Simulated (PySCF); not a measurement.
Compound: C₅H₆O₂.
SMILES: `C=CC(=C)C(=O)O`

Torsions of this conformer, `[CH2:1]=[CH:2][C:3](=[CH2:4])[C:5](=[O:6])[OH:7]`: C1–C2–C3–C4 180°, C2–C3–C5–O6 0°, H–O7–C5–C3 180°.

The closed-shell ground state was solved at several levels (PySCF, density fitting, gas phase, non-relativistic). Geometry: GFN2-xTB, one conformer, isolated molecule.

```
            level  basis functions  HOMO (eV)  LUMO (eV)  gap (eV)  dipole (D)
    PBE0/pcSseg-1              149      -7.14      -1.68      5.46        1.78
wB97X-D/def2-SVPD              194      -8.94      -0.02      8.92        1.91
```

Question: Estimate the row for PBE0/def2-SVPD, a basis of 194 functions; the other rows only guide the guess.

Answer: HOMO -7.18 eV, LUMO -1.79 eV, gap 5.39 eV, dipole 1.86 D.

Question: Over all these levels, which gives the widest orbital gap and which the narrowest?

Answer: wB97X-D/def2-SVPD (range-separated hybrid) has the widest, 8.92 eV, and PBE0/def2-SVPD (global hybrid, 25 % exact exchange) the narrowest, 5.39 eV. The two share the basis. From the narrowest to the widest the HOMO moves by -1.76 eV and the LUMO by +1.77 eV.

Question: How far do the dipole and the HOMO energy spread over the levels?

Answer: The dipole runs from 1.78 to 1.91 D (mean 1.85 D) and the HOMO from -8.94 to -7.14 eV.
